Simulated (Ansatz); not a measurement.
Ansatz results at the PBE0-D4/def2-TZVP geometry: LUMO energy (B3LYP/def2-TZVPP) -1.64 eV; HOMO energy (PBE0/def2-TZVPP) -8.01 eV; HOMO–LUMO gap (PBE/def2-TZVPP) 3.99 eV.

Each molecule was computed in one conformer, which needn't be the lowest.

Which molecule gave them?
A. `CBOCO`
B. `[OH][AlH][SiH2][SeH]`
C. `BCOCO`
D. `OBCCO`

C. The others give `[OH][AlH][SiH2][SeH]`: -1.73, -6.80, 3.38; `OBCCO`: -0.37, -7.72, 4.93; `CBOCO`: -0.13, -8.47, 6.07.

B3LYP here is the variant with VWN-RPA as its local correlation; programs differ in this.
